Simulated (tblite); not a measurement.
Write Cartesian coordinates for `CS[Si@H](P)C1CC1` as optimised with GFN2-xTB.

```
atom  x, y, z in Å
C1     3.065    0.241   -0.346
S2     1.659   -0.912   -0.339
Si3    0.031    0.441   -0.746
P4     0.442    2.422    0.241
C5    -1.559   -0.258   -0.025
C6    -2.234   -1.423   -0.696
C7    -1.581   -1.612    0.628
H8     2.838    1.095    0.288
H9     3.918   -0.300    0.051
H10    3.270    0.563   -1.363
H11   -0.068    0.546   -2.213
H12   -0.757    2.964   -0.175
H13    1.123    2.948   -0.841
H14   -2.225    0.481    0.408
H15   -1.757   -1.853   -1.563
H16   -3.313   -1.425   -0.748
H17   -0.656   -2.168    0.663
H18   -2.204   -1.745    1.500
```

Any rigid rotation of these coordinates is as good. Atoms count from 1 in this order. The 3-membered ring C5–C6–C7 has internal angles of 59.3° to 60.4°. P4 (three-coordinate phosphorus) is pyramidal (angles 94.7°, 93.1° and 92.5°, sum 280.3°, 0.85 Å off the plane of its three neighbours). Of the pairs four or more bonds apart, P4···H8 is among the closest relative to their van der Waals radii: 2.74 Å, 91 % of the sum of Bondi's values. Si3 (SiH silicon) is tetrahedral (angles from 106.4° to 112.7°).

Bonds between heavy atoms (Å): C1–S2 1.819, S2–Si3 2.156, Si3–P4 2.251, Si3–C5 1.881, C5–C6 1.504, C6–C7 1.488, C5–C7 1.504.

Computed geometry: GFN2-xTB, gas phase.

Point group: C1 (no symmetry element, even within 0.4 Å). Its lowest GFN2-xTB frequency is 7i cm⁻¹, too small to tell a flat minimum from a shallow saddle. The numbers are those of one conformer (C1–S2–Si3–P4 -35°, S2–Si3–P4–H -178° and 89°, S2–Si3–C5–C6 -74°). 2 starts were optimised and ended at 0.00 and 0.74 kcal/mol (GFN2-xTB); the lowest of these is shown.

The run took 0.72 s on Arm Neoverse V2, one thread, on a shared host. That covers the optimisation of the geometry.
